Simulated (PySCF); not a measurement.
Calculation: TPSSh-D3(BJ)/def2-TZVP // BP86-D3(BJ)/def2-SVP run with PySCF. Gas-phase values, no solvent. One relaxed conformer stands for a flexible species; it need not be the lowest. 

Reference species: [W(Cl)6] (neutral, multiplicity 1).

The HOMO is -8.52 eV. The coordination number is 6.

Changed species: [W(Cl)2(OH)4] (4 of 6 Cl replaced by OH; the reference has 0 of 6 Cl replaced by OH).

Q: Give the shifts of the HOMO and coordination number.

A: the HOMO rises by 1.02 eV, to -7.50 eV; the coordination number hardly moves.
